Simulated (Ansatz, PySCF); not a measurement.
The pair A = H2O (SMILES O) (first 3 atoms), B = Si2H6 (SMILES [SiH3][SiH3]); geometry from B3LYP-D3(BJ)/def2-TZVP.
(charge 0, multiplicity 1):
```
atom    x (Å)    y (Å)   z (Å)
----  -------  -------  ------
O      0.5559   0.4866  1.3738
H      1.0048  -0.3071  1.0631
H     -0.2550   0.5437  0.8567
Si    -0.8495  -1.0247  3.7617
Si     0.3124   0.8873  4.4750
H     -1.9161  -0.6754  2.7900
H     -1.5005  -1.7189  4.9029
H      0.0637  -1.9996  3.1139
H     -0.2368   2.1052  3.8369
H      1.7562   0.7702  4.1687
H      0.1700   1.0407  5.9468
```

Correlated levels freeze the cores. Rows in 6-31G* carry no dispersion term and start afresh at each structure (6-31G* with six Cartesian d functions). MP2/6-31G* freezes PySCF's default core.

Run with Ansatz (an electronic-structure program); PySCF for 6-31G* rows. 

Total energies (hartree), monomers frozen at their geometry in the pair:

```json
[
 {"structure": "AB", "B3LYP/def2-TZVPPD": "-659.1133474", "MP2/6-31G*": "-657.6683633", "MP2/aug-cc-pV(D+d)Z": "-657.8413899"},
 {"structure": "A in the pair's basis", "B3LYP/def2-TZVPPD": "-76.4694758", "MP2/6-31G*": "-76.2024273", "MP2/aug-cc-pV(D+d)Z": "-76.2618029"},
 {"structure": "B in the pair's basis", "B3LYP/def2-TZVPPD": "-582.6424285", "MP2/6-31G*": "-581.4635147", "MP2/aug-cc-pV(D+d)Z": "-581.5754859"},
 {"structure": "A", "B3LYP/def2-TZVPPD": "-76.4694374", "MP2/6-31G*": "-76.1967447", "MP2/aug-cc-pV(D+d)Z": "-76.2608391"},
 {"structure": "B", "B3LYP/def2-TZVPPD": "-582.6423620", "MP2/6-31G*": "-581.4628688", "MP2/aug-cc-pV(D+d)Z": "-581.5744957"}
]
```

Task: Work out the interaction energy without and with the counterpoise correction, and the superposition error, for each level.

Result: 
E(AB) − E(A) − E(B), times 627.509 kcal/mol, with the monomers in their own basis and then in the pair's basis:
- B3LYP/def2-TZVPPD: -0.97 uncorrected, -0.91 corrected; the monomers gain 0.07 kcal/mol from borrowed functions
- MP2/6-31G*: -5.49 uncorrected, -1.52 corrected; the monomers gain 3.97 kcal/mol from borrowed functions
- MP2/aug-cc-pV(D+d)Z: -3.80 uncorrected, -2.57 corrected; the monomers gain 1.23 kcal/mol from borrowed functions
